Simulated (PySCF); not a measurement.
C₅H₉OP.
Cartesian coordinates in Å at the PBE0-D3(BJ)/def2-SVP level; atoms count from 1:
```xyz
16
C5H9OP angstrom
C      2.880   -0.213   -0.517
C      1.560   -0.397   -0.485
P      0.693   -0.093    1.073
O      1.595    0.372    2.172
C     -0.645    1.060    0.687
C     -1.785    0.811    0.029
C     -2.217   -0.484   -0.573
H      3.403    0.106    0.392
H      3.468   -0.369   -1.427
H      0.991   -0.710   -1.368
H      0.014   -1.331    1.302
H     -0.445    2.066    1.072
H     -2.488    1.645   -0.097
H     -3.216   -0.770   -0.206
H     -1.525   -1.312   -0.367
H     -2.308   -0.383   -1.668
```

All values: PBE0/pcSseg-1 and wB97X-D/def2-SVPD (PySCF, non-relativistic), on one gas-phase PBE0-D3(BJ)/def2-SVP geometry that isn't relaxed in the solvent. The solvent is an IEF-PCM continuum (van der Waals radii × 1.2). The model holds no explicit solvent molecules, cavitation or dispersion.

Gas phase at PBE0/pcSseg-1: HOMO -7.65 eV, LUMO -1.00 eV, dipole 4.72 D.

Problem. What does the continuum do to the energy, the frontier levels and the dipole at PBE0/pcSseg-1 in dichloromethane and water?

Solution. 
| solvent | ε | E(solvent) − E(gas) (kcal/mol) | polarisation term (kcal/mol) | distortion of the solute (kcal/mol) | HOMO (eV) | LUMO (eV) | dipole (D) |
| --- | --- | --- | --- | --- | --- | --- | --- |
| dichloromethane | 8.93 | -8.30 | -9.79 | 1.49 | -7.71 | -0.85 | 6.07 |
| water | 78.36 | -9.84 | -11.99 | 2.15 | -7.70 | -0.84 | 6.35 |

The polarisation term is half the interaction of the solute with the surface charges that it induces; the rest is the cost of distorting the solute's density. The sum is the electrostatic part of solvation alone. From dichloromethane to water the lowering changes by a factor 1.19, Onsager's factor (ε − 1)/(2ε + 1) by 1.17 and ε itself by 8.8.

Problem. Which radius a makes the point-dipole formula ΔE = −[(ε − 1)/(2ε + 1)]·μ²/a³ give the value in water, with the gas-phase dipole?

Solution. μ = 1.856 au and |ΔE| = 0.01568 Eh give a = 2.52 Å; the farthest nucleus lies 3.77 Å from the centroid of the nuclei, so such a sphere wouldn't even hold the nuclei. The formula assumes a rigid point dipole at the centre of a sphere.

Problem. Give the dipole vector in the frame of the coordinates (D, pointing from negative to positive charge), gas and water.

Solution. Gas (-2.67, -0.92, -3.78), solvent (-3.73, -1.48, -4.91). Its length changes by +35 % and its direction by 3°.

Problem. Which Hirshfeld charges (PBE0/pcSseg-1) respond most in dichloromethane (means over atoms taken as equivalent)?

Solution. 
```tsv
atoms	environment	gas (e)	solvent (e)	change
O4	phosphoryl oxygen	-0.401	-0.451	-0.050
H11	P–H hydrogen	-0.007	+0.007	+0.014
H10	vinylic hydrogen	+0.047	+0.059	+0.012
C5	alkene CH carbon	-0.108	-0.117	-0.009
C6	alkene CH carbon	-0.016	-0.008	+0.008
H13	vinylic hydrogen	+0.053	+0.061	+0.008
H8	vinylic hydrogen	+0.054	+0.047	-0.007
H9	vinylic hydrogen	+0.057	+0.064	+0.007
```

Problem. Which Mayer bond orders change most in dichloromethane?

Solution. 
| bond | length (Å) | gas | solvent | change |
| --- | --- | --- | --- | --- |
| P3–O4 | 1.496 | 1.791 | 1.722 | -0.069 |
| C2–P3 | 1.808 | 0.871 | 0.889 | +0.018 |
| P3–C5 | 1.809 | 0.891 | 0.904 | +0.013 |
| C1–C2 | 1.334 | 1.965 | 1.953 | -0.012 |
| C6–C7 | 1.492 | 1.070 | 1.076 | +0.006 |
| P3–H11 | 1.430 | 0.892 | 0.898 | +0.006 |
| C5–C6 | 1.339 | 1.885 | 1.880 | -0.005 |
| C1–H8 | 1.096 | 0.936 | 0.941 | +0.005 |

Gas phase at wB97X-D/def2-SVPD: HOMO -9.63 eV, LUMO 0.72 eV, dipole 4.97 D.

Problem. What does the continuum do to the energy, the frontier levels and the dipole at wB97X-D/def2-SVPD in dichloromethane?

Solution. 
```
        solvent     ε  E(solvent) − E(gas) (kcal/mol)  polarisation term (kcal/mol)  distortion of the solute (kcal/mol)  HOMO (eV)  LUMO (eV)  dipole (D)
dichloromethane  8.93                           -8.81                        -10.62                                 1.81      -9.58       0.88        6.50
```

The atom shares or the degeneracy of the HOMO differ from the gas phase in dichloromethane, so that column needn't follow one orbital.

Problem. How does the static polarisability (wB97X-D/def2-SVPD, frozen core, with the continuum's full static response) change?

Solution. 
```tsv
medium	isotropic (au)	principal values (au)	⟨r²⟩ of the electrons (bohr²)
gas	88.8	68.9, 81.0, 116.4	1089.0
dichloromethane	116.0	91.9, 105.6, 150.6	1088.6
```

The isotropic value in dichloromethane is 1.31 times the gas-phase one; no cavity-field correction is applied. ⟨r²⟩ is taken about the centre of nuclear charge.

The pairwise dispersion term of wB97X-D wasn't added to the energies; at a given geometry it leaves orbitals and properties as they are.
